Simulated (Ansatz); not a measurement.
Compare A (`C[N](C)[GeH]`) with its isomer B (`C[N]1[CH2][GeH2]1`).

Gas-phase electronic energies from Ansatz, PBE0-D4/def2-TZVP geometries. CCSD(T)/CBS is the MP2 limit (def2-TZVPP, def2-QZVPP) plus CCSD(T) − MP2 in def2-TZVPP, frozen cores. DFT in def2-TZVPP. B3LYP here is the variant with VWN-RPA as its local correlation; programs differ in this. For Ge outer-core shells are correlated without core-valence functions, which leaves a few kJ/mol of doubt a bond. Scalar relativity is left out up to krypton.

**Question.** Which isomer does CCSD(T)/CBS put lower? Give the gap. (An estimate is asked.)

**Answer.** Ansatz gave: A, by 114.2 kJ/mol.

**Question.** Give E(B) − E(A) in kJ/mol with CCSD(T)/def2-TZVPP, B3LYP-D4, r2SCAN-D4, ωB97M-V, CCSD/def2-TZVPP, B3LYP, PBE0-D4. (Estimate.)

**Answer.** The calculation gave: CCSD(T)/def2-TZVPP 111.0, B3LYP-D4 137.1, r2SCAN-D4 109.9, ωB97M-V 123.3, CCSD/def2-TZVPP 114.2, B3LYP 134.2, PBE0-D4 114.1. None reverses the order clearly.

Largest T1 diagnostic: 0.016.

From PBE to PBE0 (25 % exact exchange), in def2-TZVPP and without D4, E(B) − E(A) moves by −3.8 kJ/mol. In def2-TZVPP, CCSD(T) changes the Hartree–Fock value by −25.0 kJ/mol (the triples alone add −3.2 kJ/mol) and MP2 by −35.2 kJ/mol.
